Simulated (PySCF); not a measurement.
Working with the constants of AlTl⁺

UHF-CCSD(T) constants of AlTl⁺, ²Σ⁺ (doublet), unpaired electrons σ ↑ (Al def2-SVPD, Tl def2-SVPD with ECP60; scalar-relativistic core potentials (PySCF 2.14); masses 26.9815 and 204.9744 u):

| Property | Result |
| --- | --- |
| ωe | 103.6 cm⁻¹ |
| ωexe | 0.436 cm⁻¹ |
| Be | 0.057976 cm⁻¹ |
| αe | 0.000417 cm⁻¹ |
| D (centrifugal) | 7.27e-08 cm⁻¹ |

Question: Give the vibrational terms G(v) and spacings up to v = 6.

Answer: G(v) = ωe(v+½) − ωexe(v+½)².

```json
{"v": "0", "G(v) (cm⁻¹)": "51.7", "G(v) − G(v−1)": "", "Bv (cm⁻¹)": "0.05777"}
{"v": "1", "G(v) (cm⁻¹)": "154.4", "G(v) − G(v−1)": "102.7", "Bv (cm⁻¹)": "0.05735"}
{"v": "2", "G(v) (cm⁻¹)": "256.3", "G(v) − G(v−1)": "101.9", "Bv (cm⁻¹)": "0.05693"}
{"v": "3", "G(v) (cm⁻¹)": "357.3", "G(v) − G(v−1)": "101.0", "Bv (cm⁻¹)": "0.05652"}
{"v": "4", "G(v) (cm⁻¹)": "457.4", "G(v) − G(v−1)": "100.1", "Bv (cm⁻¹)": "0.05610"}
{"v": "5", "G(v) (cm⁻¹)": "556.6", "G(v) − G(v−1)": "99.2", "Bv (cm⁻¹)": "0.05568"}
{"v": "6", "G(v) (cm⁻¹)": "655.0", "G(v) − G(v−1)": "98.4", "Bv (cm⁻¹)": "0.05527"}
```

Correlated steps freeze 9 core orbitals. Spin–orbit coupling is left out, which matters for elements this heavy, above all for dissociation energies. The state is the lowest determinant that a PBE0 search found; another state may lie lower at other levels.
